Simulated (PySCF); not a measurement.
Compounds:

A. SMILES C=C(C)COC(F)F
B. `InChI=1S/C5H11OP/c1-5-3-4-7(5,2)6/h5H,3-4H2,1-2H3/t5-,7-/m1/s1`
C. SMILES C=CCP(C)(C)=O
D. `InChI=1S/C6H10N2/c1-8-3-2-6(4-7)5-8/h2-3,5H,4,7H2,1H3`

Spectrum 1. 1H NMR (300 MHz, computed): δ 6.44 (m, 1H), 6.42 (m, 1H), 6.19 (m, 1H), 3.72 (s, 2H), 3.70 (s, 3H), 0.62 (br s, 2H). 13C{1H} NMR (computed): δ 137.8 (C), 124.4 (CH), 120.7 (CH), 113.2 (CH), 45.5 (CH2), 36.9 (CH3).

Spectrum 2. 1H NMR (300 MHz, computed): δ 2.83 (m, 1H), 2.40 (m, 1H), 2.12 (m, 1H), 2.02 (m, 1H), 1.24 (m, 3H), 1.19 (m, 3H), 0.73 (m, 1H). 13C{1H} NMR (computed): δ 52.0 (CH), 37.5 (CH2), 19.9 (CH2), 17.1 (CH3), 14.2 (CH3).

Spectrum 3. 1H NMR (300 MHz, computed): δ 6.36 (m, 1H), 5.54 (m, 1H), 5.38 (m, 1H), 4.40 (s, 2H), 2.06 (s, 3H). 13C{1H} NMR (computed): δ 148.8 (C), 125.4 (CH2), 123.1 (CH), 74.7 (CH2), 22.4 (CH3).

Spectrum 4. 1H NMR (300 MHz, computed): δ 5.94 (m, 1H), 5.41 (m, 1H), 5.35 (m, 1H), 2.72 (m, 2H), 1.24 (m, 6H). 13C{1H} NMR (computed): δ 140.3 (CH), 125.4 (CH2), 46.0 (CH2), 17.3 (CH3).

PySCF 2.14.0 with density-fitted response routines calculation with structure optimised with GFN2-xTB and GIAO PBE0/pcSseg-1 shieldings; non-relativistic Hamiltonian, gas phase, a single conformation, averaged over atoms made equivalent by symmetry, fast rotation or ring inversion.

Chemical shifts δ = σref − σ; TMS for 1H (σref 31.72) and 13C (σref 186.93), all at this level. Splittings of carbon signals by F and P are missing where no couplings were computed. Where no couplings were computed, multiplicities follow the n + 1 count of equivalent neighbours, and m marks all less simple cases (inequivalent or close neighbours, rings, F or P nearby). Shifts are as computed. Against solution values, carbons near 30 ppm lie about +3 ppm off and those near 130 ppm about +5 ppm. Of 1211 compounds with measured shifts, 218 miss one by over three times the rms of a fit or turn the order of signals round; such compounds aren't used in these exercises. OH and NH positions are gas-phase values without hydrogen bonding to other molecules.

**Question.** Which spectrum belongs to which compound?

**Answer.** 1–D, 2–B, 3–A, 4–C.

- Spectrum 1 (D): 6 13C signals; δC 45.5 is an sp3 CH2 bonded to N, on an aromatic ring; δC 36.9 is a methyl carbon bonded to N.
- Spectrum 2 (B): 5 13C signals; δC 19.9 is an sp3 CH2 in a ring; δC 17.1 is a methyl carbon.
- Spectrum 3 (A): 5 13C signals; δC 148.8 is a fully substituted alkene carbon; δC 125.4 is a terminal =CH2 carbon.
- Spectrum 4 (C): 4 13C signals; δC 140.3 is an alkene CH; δC 125.4 is a terminal =CH2 carbon.
